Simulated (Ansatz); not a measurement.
Reaction (substitution at a C–Al bond): `C#[C][Al]([CH3])[F]` + `O[Si](O)(Cl)Cl` → `CO[Si](O)(Cl)Cl` + `C#[C][AlH][F]`

Calculated with Ansatz (gas phase, PBE0-D4/def2-TZVP geometries, no zero-point term in ΔE). CBS: MP2 limit from def2 TZ/QZ plus the TZ coupled-cluster correction, frozen cores. DFT in def2-TZVPP. Each species was taken in one conformer, which may not be the lowest.

```json
{"level": "PBE-D4", "ΔE (eV)": "1.04"}
{"level": "r2SCAN-D4", "ΔE (eV)": "1.07"}
```

Question: What does CCSD(T)/CBS give? (Best estimate.)

Answer: The calculation gave: +1.05 eV. The listed levels differ from it by -0.01, 0.02 eV.

Largest T1 diagnostic among the species: 0.013.

In def2-TZVPP, CCSD(T) changes the Hartree–Fock value by +0.13 eV (the triples alone add +0.01 eV) and MP2 by +0.19 eV. The D4 term adds −0.04 eV with B3LYP and −0.02 eV with PBE0; it sums over pairs of atoms, weighted by their polarisabilities, and B3LYP, whose exchange is more repulsive, gets the larger term.

B3LYP here is the variant with VWN-RPA as its local correlation; programs differ in this.
